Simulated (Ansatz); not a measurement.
## One elementary step

Start structure (AlH2BrF2, closed shell), relaxed at PBE0-D4/def2-TZVP:

| atom | x (Å) | y (Å) | z (Å) |
| --- | --- | --- | --- |
| Al1 | -0.3342 | 0.7824 | 0.0136 |
| H2 | 0.1792 | 1.6641 | -1.1729 |
| F3 | -0.1012 | 1.2780 | 1.5687 |
| F4 | -1.5353 | -0.3318 | -0.2438 |
| H5 | 0.3276 | -2.1126 | -0.1983 |
| Br6 | 1.4640 | -1.2802 | 0.0328 |

The step: AlHF₂ ([F][AlH][F]) + HBr → AlBrF₂ ([F][Al]([F])[Br]) + H₂; bonds formed: H2–H5; dative contacts that become bonds: Al1–Br6; bonds broken: Al1–H2, H5–Br6. Ansatz 0.2.0; basis: def2-TZVPP and def2-QZVPP; cores frozen in the correlated methods. Filled d shells of the heavier atoms are correlated. The def2 sets are not built for correlating such inner shells, so the correlated values are less sure here. Extrapolation: Hartree–Fock as exp(−7.88 √X), correlation as X^−2.97. Energies below are by CCSD(T) at an estimated basis limit (MP2 extrapolated from triple and quadruple zeta, plus CCSD(T) − MP2 in triple zeta).

What are the electronic barrier and the energy of the step, from the start structure to the end structure? (Judge from chemistry; the value comes from the calculation.)

The calculation gives: Barrier 43.9 kJ/mol; step energy -110.6 kJ/mol (downhill); reverse barrier, their difference, 154.5 kJ/mol. Barrier and step energy count from the start structure, the reverse barrier from the end structure.

The saddle point: One imaginary mode of 576i cm⁻¹.
| pair | start (Å) | saddle (Å) | end (Å) |
| --- | --- | --- | --- |
| Al1–Br6 | 2.74 | 2.57 | 2.23 |
| H2–H5 | 3.90 | 1.36 | 0.76 |
| Al1–H2 | 1.56 | 1.63 | 2.19 |
| H5–Br6 | 1.43 | 1.55 | 3.16 |

Zero-point energy (harmonic, PBE0-D4): ZPE is 51.7 kJ/mol at the start and 49.4 kJ/mol at the saddle, so the barrier goes from 43.9 to 41.6 kJ/mol.

T1 diagnostic: at most 0.011.

Labels in which every atom is bracketed show which atoms are joined, not bond orders.

For scale, one of the runs: CCSD(T)/def2-TZVPP, 180 basis functions (an equivalent command: `ansatz run in.yaml --threads 4`). Hardware: 4 CPU threads, shared host. Wall time 46 s; peak host memory 1.8 GiB.
